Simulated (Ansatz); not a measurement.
A single point on BH$_{12}$NSi$_{4}$, SMILES `BN([SiH2][SiH3])[SiH2][SiH3]`.

```yaml
crystal:
  periodic: [false, false, false]
  atoms:
    - {symbol: B, position_ang: [0.288195, -0.075686, -1.661805]}
    - {symbol: N, position_ang: [-0.405110, -0.154983, -0.441830]}
    - {symbol: Si, position_ang: [-0.818347, -1.749840, 0.189407]}
    - {symbol: Si, position_ang: [1.066815, -2.763343, 1.136720]}
    - {symbol: Si, position_ang: [-0.835393, 1.271192, 0.493706]}
    - {symbol: Si, position_ang: [0.100566, 3.218508, -0.401778]}
    - {symbol: H, position_ang: [0.567516, -1.083750, -2.252665]}
    - {symbol: H, position_ang: [0.603401, 0.990807, -2.114203]}
    - {symbol: H, position_ang: [-1.863655, -1.550577, 1.232392]}
    - {symbol: H, position_ang: [-1.389882, -2.583350, -0.899748]}
    - {symbol: H, position_ang: [1.604841, -1.900184, 2.222931]}
    - {symbol: H, position_ang: [2.121392, -2.941959, 0.102817]}
    - {symbol: H, position_ang: [0.715607, -4.092789, 1.706050]}
    - {symbol: H, position_ang: [-0.358170, 1.070933, 1.891968]}
    - {symbol: H, position_ang: [-2.319303, 1.384804, 0.561193]}
    - {symbol: H, position_ang: [1.580355, 3.109303, -0.488025]}
    - {symbol: H, position_ang: [-0.453331, 3.525637, -1.745847]}
    - {symbol: H, position_ang: [-0.243096, 4.336775, 0.520518]}
basis:
  gaussian: {orbitals: def2-TZVPP}
correlation: {method: mp2}
```

```sh
$ ansatz run in.yaml --threads 4 --pin off --events-out ev --progress --plain --max-ram 11315MiB
```

It prints (some lines left out):

```
Functional definition: HF
2256 factors; integrals over basis functions are off by at most 9.6e-4 eV
mean field evaluation 1: about -33790.8691 eV, gradient 3.9e1 eV
mean field evaluation 2: about -33791.2384 eV, gradient 3.9e1 eV
mean field evaluation 4: about -33796.1030 eV, gradient 5.8e0 eV
mean field evaluation 8: about -33796.2395 eV, gradient 2.5e-1 eV
mean field evaluation 16: about -33796.2398 eV, gradient 1.6e-6 eV
mean field -33796.23981039 eV, -1241.9889051176 hartree, gradient 1.6e-6 eV, S^2 0.000000; 0 other end points of the search recorded, 0 dependent functions left out
22 core orbitals not correlated: weight in the atoms' cores, before any rotation towards them, 1.000 or more for the frozen orbitals, at most 0.000 for the correlated occupied ones
reference -33796.23981039 eV, -1241.9889051176 hartree; 18, 18 occupied and 358, 358 virtual orbitals, 2256 factors
second order -22.22397928 eV of doubles, -0.00000000 eV of singles
Total energy: -33818.46378967 eV, -1242.8056212924 hartree
```

It took 14 s on 4 threads of an Arm Neoverse V1 on a shared host, with 1.6 GiB of host memory at the peak.
